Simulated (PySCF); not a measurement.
## Correlation energy of S (sulfur, neutral)

[Ne] 3s2 3p3 4s1, high-spin 5S determinant (an excited configuration). Computed with PySCF 2.14 in dyall-acv3z (19s12p6d4f, 113 functions), with the non-relativistic Hamiltonian (point nucleus). Frozen: 1s2; 14 electrons correlated; the 18 highest virtual orbitals of each spin left out.

MP2 pair energies summed by pair of shells (mhartree):

| pair | energy | share (%) |
| --- | --- | --- |
| 2p-2p | -187.44 | 45.4 |
| 3s-3p | -61.05 | 14.8 |
| 2s-2p | -58.03 | 14.0 |
| 2p-3p | -23.90 | 5.8 |
| 2p-3s | -21.05 | 5.1 |
| 3p-3p | -20.89 | 5.1 |
| 3s-3s | -10.85 | 2.6 |
| 2s-2s | -9.72 | 2.4 |
| 3p-4s | -7.43 | 1.8 |
| 3s-4s | -4.77 | 1.2 |
| 2s-3p | -3.90 | 0.9 |
| 2s-3s | -3.10 | 0.8 |
| 2p-4s | -0.92 | 0.2 |
| 2s-4s | -0.13 | 0.0 |

Total MP2 correlation energy: -413.18 mhartree.

Same-spin part -118.30 and opposite-spin part -294.89 mhartree; SCS-MP2 scales them by 1/3 and 6/5 to -393.30 mhartree.
